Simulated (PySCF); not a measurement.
**Excitation energy of Zn by level of theory**

Zn [Ar] 3d10 4s2 (1S) → Zn [Ar] 3d9 4s2 4p1 (high-spin determinant), as a difference of total energies. Computed with PySCF 2.14 in aug-cc-pVTZ-PP with ECP10MDF (6s6p5d3f2g, 88 functions), with scalar relativity through the core potential. Correlated levels: valence: 3s2 3p6 frozen. The calculations carry no spin-orbit coupling.

| method | excitation energy (eV) |
| --- | --- |
| UHF | 8.826 |
| LDA | 11.869 |
| PBE0 | 10.783 |
| r2SCAN | 10.624 |
| r2SCANh | 10.514 |
| CAM-B3LYP | 10.806 |
| BLYP | 11.167 |
| B3LYP | 10.892 |
| MP2 (valence) | 11.589 |

**Question.** Estimate what PBE gives.

**Answer.** 11.246 eV, closest to BLYP among the rows shown.

**Question.** Estimate what SCS-MP2 (valence) gives.

**Answer.** 11.269 eV, closest to BLYP among the rows shown.

The upper state lies above the first ionisation limit, where it may autoionise and the basis confines it.

The determinant of the upper state mixes LS terms, which raises its energy above the lowest term, most at the Hartree-Fock and MP2 levels.
